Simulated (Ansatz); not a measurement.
Total energies of the cluster Be₃S₃ (the lowest singlet isomer of a short search) from Ansatz at PBE0-D4/def2-TZVPD, gas phase (1 Eh = 27.2114 eV = 2625.5 kJ/mol). The reference geometry is relaxed at r2SCAN-D4/def2-SVP.

| atom | x (Å) | y (Å) | z (Å) |
| --- | --- | --- | --- |
| Be1 | -0.1540 | 1.1947 | -0.7511 |
| Be2 | 1.2835 | -0.5905 | 0.1391 |
| Be3 | -1.1294 | -0.6042 | 0.6121 |
| S4 | 1.7342 | 0.9277 | -0.9401 |
| S5 | -1.9708 | 0.9068 | -0.2135 |
| S6 | 0.2366 | -1.8344 | 1.1535 |

```
                 state                        geometry  energy (Eh)
      charge 0 singlet                       reference  -1238.64379
     charge -1 doublet                       reference  -1238.68503
     charge -1 doublet  relaxed at r2SCAN-D4/def2-SVPD  -1238.68904
free Be atom (singlet)                               –    -14.63549
 free S atom (triplet)                               –   -397.97420
```

Q: Work out the vertical electron affinity, to the doublet.

A: E(charge 0 singlet) − E(charge -1 doublet) = -1238.64379 − (-1238.68503) = 0.04124 Eh = 1.12 eV.

Q: How much does the charge -1 doublet relax, and what is the adiabatic electron affinity?

A: Relaxation: -1238.68503 − (-1238.68904) = 0.00401 Eh = 0.11 eV. Adiabatic electron affinity: 0.04525 Eh = 1.23 eV, without zero-point energy. 

Q: What is the binding energy per atom against free atoms?

A: Atoms: 3 × (-14.63549) + 3 × (-397.97420) = -1237.82907 Eh. Binding: -1237.82907 − (-1238.64379) = 0.81472 Eh = 22.17 eV, or 3.69 eV for each of 6 atoms (no zero-point energy, no counterpoise term).

At PBE0-D4/def2-TZVPD the highest occupied level of the charge -1 doublet lies above zero (up to 0.35 eV). By energy differences its removal costs 1.12 eV (vertical, to the charge 0 singlet, at PBE0-D4/def2-TZVPD); a positive level beside a positive removal energy at the same level points to self-interaction error. 

The structure comes from a short search, and lower isomers may exist.
